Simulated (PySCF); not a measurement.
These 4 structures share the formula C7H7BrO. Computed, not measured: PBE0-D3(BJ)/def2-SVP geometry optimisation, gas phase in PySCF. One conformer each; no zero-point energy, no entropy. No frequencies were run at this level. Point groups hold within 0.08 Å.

Question: Order them by energy at this level, lowest first, and give relative energies in kcal/mol.
A. `[CH3:1][O:2][c:3]1[cH:4][cH:5][c:6]([Br:7])[cH:8][cH:9]1` with C1–O2–C3–C4 180° (4-bromoanisole)
B. `[OH:1][CH2:2][c:3]1[cH:4][cH:5][c:6]([Br:7])[cH:8][cH:9]1` with H–O1–C2–C3 -178°, O1–C2–C3–C4 178° (4-bromobenzyl alcohol)
C. `[CH3:1][O:2][c:3]1[cH:4][cH:5][cH:6][c:7]([Br:8])[cH:9]1` with C1–O2–C3–C4 180°
D. `[OH:1][CH2:2][c:3]1[cH:4][cH:5][cH:6][cH:7][c:8]1[Br:9]` with H–O1–C2–C3 -68°, O1–C2–C3–C4 -110°

Answer: D (0.0), B (1.3), C (3.4), A (3.9).

As drawn, the lowest has an O–H bond, which the highest lacks. Neighbours under 2.5 kcal/mol apart (OCc1ccccc1Br and OCc1ccc(Br)cc1; OCc1ccc(Br)cc1 and COc1cccc(Br)c1; COc1cccc(Br)c1 and COc1ccc(Br)cc1) can change places with a better method, another conformer or zero-point energy.

| SMILES | E (Eh) | E rel (kcal/mol) | dipole (D) | point group | A, B, C (MHz) |
| --- | --- | --- | --- | --- | --- |
| OCc1ccccc1Br | -2919.08747 | 0.0 | 2.00 | C1 | 1669, 953.0, 629.9 |
| OCc1ccc(Br)cc1 | -2919.08547 | 1.3 | 3.46 | near Cs | 4633, 449.1, 410.5 |
| COc1cccc(Br)c1 | -2919.08198 | 3.4 | 1.58 | Cs | 2086, 638.9, 490.6 |
| COc1ccc(Br)cc1 | -2919.08127 | 3.9 | 2.73 | Cs | 4829, 458.4, 419.8 |
